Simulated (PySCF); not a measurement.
Excitations are Tamm–Dancoff values on a coarser integration grid. The basis has no diffuse functions, so Rydberg states are missing or too high.

Cartesian coordinates (Å):
```xyz
20

B      0.5445     2.7552    -0.1939
C     -0.0983     1.3407    -0.1295
C     -1.5040     1.3270    -0.2640
C     -2.4278     0.2769    -0.2589
C     -2.1969    -1.0844    -0.1144
F     -3.2951    -1.8650    -0.1506
C     -0.9946    -1.7772     0.0640
C      0.2855    -1.2570     0.1407
C      1.4507    -2.0299     0.3220
C      2.5487    -1.1621     0.3494
C      2.1192     0.1751     0.1880
C      0.7249     0.1969     0.0523
H      1.7288     2.9374    -0.0939
H     -0.1719     3.7131    -0.3510
H     -1.9574     2.3124    -0.3964
H     -3.4819     0.5399    -0.3842
H     -1.1016    -2.8627     0.1511
H      1.4719    -3.1143     0.4212
H      3.5883    -1.4688     0.4765
H      2.7670     1.0468     0.1715
```
Charge 0, multiplicity 1.

Task: What S1–T1 gap (TDA), dipole moment and S1 excitation (TDA) does TPSSh-D3(BJ)/def2-TZVP // B3LYP-D3(BJ)/def2-SVP (PySCF) give?

Result: 
```yaml
S1–T1 gap (TDA): 0.53 eV
dipole_moment: 0.53 D
S1 excitation (TDA): 1.89 eV
```
